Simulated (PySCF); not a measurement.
**Heteronuclear NMR**

Cartesian coordinates in Å; atom numbers follow the order of the lines, from 1:
```xyz
19

C    -3.2332    0.6306   -1.0081
C    -2.2896    0.5720   -0.0897
F    -1.7761    1.7183    0.4185
C    -1.6395   -0.6507    0.4853
C    -0.2889   -0.8512   -0.1452
Cl   -0.3758   -1.3802   -1.8008
C     0.8808   -0.6241    0.4375
C     2.2104   -0.7582   -0.2005
Si    2.7831    0.9323   -0.9004
H    -3.6086    1.5729   -1.3646
H    -3.6504   -0.2651   -1.4264
H    -2.2747   -1.5165    0.2961
H    -1.5147   -0.5175    1.5617
H     0.8717   -0.2710    1.4595
H     2.1676   -1.4835   -1.0124
H     2.9364   -1.1142    0.5302
H     4.0611    0.7179   -1.5817
H     1.7742    1.4318   -1.8309
H     2.9566    1.8658    0.2128
```

- structure optimised with GFN2-xTB
- GIAO PBE0/pcSseg-1 shieldings
- program: PySCF 2.14.0 with density-fitted response routines
- relativity neglected, rapidly exchanging positions averaged, no solvent model, one conformer

Q: Predict the ¹⁹F NMR data.

A: 
```json
{"atoms": "F3", "environment": "vinylic fluorine", "σ (ppm)": "264.3", "δ (ppm)": "-92.4"}
```

Shieldings were converted by a linear fit to measured shifts: ¹⁹F: δ = 146.13 − 0.903σ +14.6 on sp3 carbon (rms 6.0 ppm, 223 shifts, 7.0 ppm with the 5 outliers that the fit left out vs CFCl3, solution or neat liquid). A few per cent of atoms miss by over 2 rms, more outside the fitted compound classes.

On a 600 MHz spectrometer ¹⁹F resonates near 564.6 MHz, so 1 ppm is 564.6 Hz.

Q: Predict the ²⁹Si NMR data.

A: 
| atoms | environment | σ (ppm) | δ (ppm) |
| --- | --- | --- | --- |
| Si9 | silicon bonded to C, 3 H | 424.8 | -69.2 |

Shieldings were converted by a linear fit to measured shifts: ²⁹Si: δ = 279.94 − 0.822σ (rms 8.9 ppm, 72 shifts, 25.8 ppm with the 6 outliers that the fit left out vs TMS, solution or neat liquid). Occasional misses reach two or three times the rms, and more in compound classes unlike the fitted ones.

On a 600 MHz spectrometer ²⁹Si resonates near 119.2 MHz, so 1 ppm is 119.2 Hz.
